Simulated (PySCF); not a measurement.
Geometry:
```csv
atom,x (Å),y (Å),z (Å)
Si1,-1.613,1.301,0.098
Cl2,-3.166,2.653,0.149
Si3,-1.078,-0.346,1.736
Cl4,-2.098,-0.710,3.488
Si5,-0.685,-1.962,0.016
Cl6,-1.412,-3.889,0.015
Si7,-1.239,-0.312,-1.637
Cl8,-2.482,-0.652,-3.245
Si9,1.050,0.347,-1.738
Cl10,2.173,0.662,-3.434
Si11,0.696,1.944,0.002
Cl12,1.354,3.895,-0.013
Si13,1.234,0.300,1.648
Cl14,2.385,0.598,3.328
Si15,1.609,-1.306,-0.084
Cl16,3.238,-2.557,-0.261
```

Geometry: PBE0-D3(BJ)/def2-SVP; GIAO absolute shieldings from PySCF, gas phase, non-relativistic, averaged over equivalent atoms.

At KT2/pcSseg-1 (384 basis functions, 2.2 min wall time (4.3 min CPU) on 2 threads of an Intel Xeon Platinum 8488C, shared host):
| atoms | σ (ppm) |
| --- | --- |
| Si1/Si3/Si5/Si7/Si9/Si11/Si13/Si15 | 306.5 |
| Cl2/Cl4/Cl6/Cl8/Cl10/Cl12/Cl14/Cl16 | 1046.3 |

Problem. Estimate the result of repeating the calculation with PBE0/pcSseg-1.

Solution. 
```json
{"atoms": "Si1/Si3/Si5/Si7/Si9/Si11/Si13/Si15", "σ at PBE0/pcSseg-1": "304.1", "change": "-2.4"}
{"atoms": "Cl2/Cl4/Cl6/Cl8/Cl10/Cl12/Cl14/Cl16", "σ at PBE0/pcSseg-1": "1060.8", "change": "+14.5"}
```

The largest change is at Cl2/Cl4/Cl6/Cl8/Cl10/Cl12/Cl14/Cl16 (chlorine bonded to Si). Cost: 384 basis functions, 3.5 min wall time (7.3 min CPU) on 2 threads of an Intel Xeon Platinum 8488C, shared host.
